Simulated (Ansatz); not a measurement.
Cost and result for the atomization energy of C2H8GeSi, SMILES `C=[CH][GeH2][SiH3]` (12 atoms, 11 bonds).

Z-matrix (Å, degrees):
```
Ge
C 1 1.941
Si 1 2.383 2 110.5
H 1 1.541 2 108.1 3 -121.0
H 1 1.542 2 109.8 3 120.7
C 2 1.328 1 123.4 3 113.2
H 2 1.088 1 117.7 3 -65.5
H 3 1.488 1 109.9 2 57.1
H 3 1.488 1 110.8 2 177.1
H 3 1.487 1 110.1 2 -62.5
H 6 1.086 2 122.0 1 1.3
H 6 1.087 2 121.8 1 -178.9
```

Charge 0, multiplicity 1. Correlated methods include outer-core shells of Ge, which these sets cover unevenly. Scalar relativity is left out up to krypton. Geometry: relaxed with PBE0-D4/def2-TZVP. It is one conformer, not always the lowest. Program: Ansatz. All runs use 4 threads of an Intel Xeon Platinum 8259CL on a shared host. Times are those of one run each, without the atoms' runs, and a repeat can differ threefold. Electronic energies, without spin–orbit coupling; frozen cores. CCSD(T)/CBS adds CCSD(T) − MP2 in def2-TZVPP to the MP2 limit, and its time is that of the two runs behind it. T1 = 0.012. With those shells the extrapolation isn't a true limit. B3LYP takes the VWN-RPA correlation (the form of Gaussian; ORCA's B3LYP/G).

CCSD(T)/CBS is a level of theory with its own doubt, some kJ/mol a heavy atom from the limit and from the frozen cores, so smaller differences don't rank the functionals.

```json
{"level": "PBE-D4/def2-TZVPP (with forces)", "functions": "264", "wall time": "2.8 s", "atomization (kcal/mol)": "961.1", "difference from CCSD(T)/CBS": "1.5", "per bond": "0.1"}
{"level": "PBE0-D4/def2-TZVPP", "functions": "264", "wall time": "3.3 s", "atomization (kcal/mol)": "953.8", "difference from CCSD(T)/CBS": "-5.8", "per bond": "-0.5"}
{"level": "r2SCAN-D4/def2-TZVPP (with forces)", "functions": "264", "wall time": "4.1 s", "atomization (kcal/mol)": "958.6", "difference from CCSD(T)/CBS": "-1.0", "per bond": "-0.1"}
{"level": "B3LYP-D4/def2-TZVPP (with forces)", "functions": "264", "wall time": "5 s", "atomization (kcal/mol)": "956.5", "difference from CCSD(T)/CBS": "-3.1", "per bond": "-0.3"}
{"level": "B2PLYP/def2-TZVPP", "functions": "264", "wall time": "6 s", "atomization (kcal/mol)": "945.9", "difference from CCSD(T)/CBS": "-13.7", "per bond": "-1.2"}
{"level": "ωB97X-V/def2-TZVPP", "functions": "264", "wall time": "8.5 s", "atomization (kcal/mol)": "961.6", "difference from CCSD(T)/CBS": "2.0", "per bond": "0.2"}
{"level": "ωB97M-V/def2-TZVPP (with forces)", "functions": "264", "wall time": "11 s", "atomization (kcal/mol)": "955.5", "difference from CCSD(T)/CBS": "-4.1", "per bond": "-0.4"}
{"level": "MP2/def2-QZVPP", "functions": "513", "wall time": "30 s", "atomization (kcal/mol)": "949.4", "difference from CCSD(T)/CBS": "-10.2", "per bond": "-0.9"}
{"level": "CCSD(T)/def2-TZVPP", "functions": "264", "wall time": "2.1 min", "atomization (kcal/mol)": "940.1", "difference from CCSD(T)/CBS": "-19.5", "per bond": "-1.8"}
{"level": "CCSD(T)/CBS(def2)", "functions": "–", "wall time": "2.6 min", "atomization (kcal/mol)": "959.6", "difference from CCSD(T)/CBS": "0.0", "per bond": "0.0"}
```

From PBE to PBE0 (25 % exact exchange), in def2-TZVPP and without D4, the atomization energy moves by −6.4 kcal/mol: exact exchange takes away binding that semilocal exchange gives to molecules. In def2-TZVPP, CCSD(T) changes the Hartree–Fock value by +219.8 kcal/mol (the triples alone add +11.3 kcal/mol) and MP2 by +217.7 kcal/mol; breaking electron pairs costs correlation energy, which Hartree–Fock lacks. The D4 term adds +9.3 kcal/mol with B3LYP and +4.9 kcal/mol with PBE0; it sums over pairs of atoms, weighted by their polarisabilities, and B3LYP, whose exchange is more repulsive, gets the larger term.
